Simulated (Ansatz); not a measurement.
`O[CH2][ZnH]` + CH₃SH → `C[S][ZnH]` + CH₃OH at 298.15 K and 1 bar (ligand exchange at a Zn–C bond).

Gas-phase electronic energies from Ansatz, PBE0-D4/def2-TZVP geometries. CCSD(T)/CBS adds triple-zeta CCSD(T) − MP2 to the extrapolated MP2 energy (def2 sets, frozen cores). This one scheme is used for every species. For Zn outer-core shells are correlated without core-valence functions, which leaves a few kJ/mol of doubt a bond. Scalar relativity is left out up to krypton. One conformer a species, not always the lowest.

```tsv
species	CCSD(T)/CBS energy (Eh)	H − E (kJ/mol)	S (J/(mol·K))
`O[CH2][ZnH]`	-1893.96502	138.6	295.4
CH₃SH	-438.22835	133.0	253.2
`C[S][ZnH]`	-2216.62619	134.7	313.9
CH₃OH	-115.61712	146.3	238.2
```

H − E and S are ideal-gas, rigid-rotor, harmonic terms from PBE0-D4/def2-TZVP, for one conformer and one mirror image of each species. 1 Eh = 2625.50 kJ/mol, R = 8.31446 J/(mol·K).

Problem. By hand: ΔE, ΔH, ΔS and ΔG.

Solution. ΔE = (-2216.62619) + (-115.61712) − (-1893.96502) − (-438.22835) = -0.04994 Eh = -131.1 kJ/mol. Δ(H − E) = 134.7 + 146.3 − 138.6 − 133.0 = 9.4, so ΔH = -121.7 kJ/mol. ΔS = 313.9 + 238.2 − 295.4 − 253.2 = 3.5 J/(mol·K). ΔG = -121.7 − 298.15 × (3.5)/1000 = -122.7 kJ/mol.

Problem. By hand: the equilibrium constant, and the temperature at which ΔG would vanish if ΔH and ΔS stayed fixed.

Solution. log₁₀ K = −ΔG/(RT ln 10) = 21.5. ΔH and −TΔS have one sign here, so there is no such temperature. One of them is within its doubt of zero, so this could turn.

The number of gas molecules stays the same, so ΔS is small and ΔH decides. A doubt of 5 kJ/mol in ΔE shifts log₁₀ K by 0.9 here. Other conformers and mirror images would add mixing entropy, several J/(mol·K) or more a flexible species. These are equilibria of isolated gas molecules and say nothing of rates. Largest T1 diagnostic: 0.014 (customary marks: 0.02 for closed shells, 0.045 for open ones).
